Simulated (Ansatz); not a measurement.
Cl$_{2}$GeH$_{3}$SSi (`Cl[SiH][S][GeH2][Cl]`) radical. Total charge 0; spin multiplicity 2. Correlated methods include outer-core shells of Ge, which these sets cover unevenly. Scalar relativity is left out up to krypton.

Z-matrix (Å, degrees):
```
Ge
Cl 1 2.146
S 1 2.221 2 109.6
H 1 1.532 2 107.8 3 119.9
H 1 1.530 2 107.2 3 -116.0
Si 3 2.124 1 98.8 2 94.3
Cl 6 2.058 3 112.9 1 -58.1
H 6 1.489 3 105.7 1 -176.5
```

(1) Give the diagnostics of a CCSD(T)/def2-TZVPP run (frozen core, Ansatz). (An estimate is asked.)

## Answers

(1) The calculation gave: T1 = 0.0127, largest single amplitude 0.035, largest double 0.016, (T) share of the correlation energy 4.3 %, 11 CCSD cycles. ⟨S²⟩ of the UHF reference is 0.757 against 0.75 for a pure state. T1 lies under the customary mark of 0.045 for open shells.
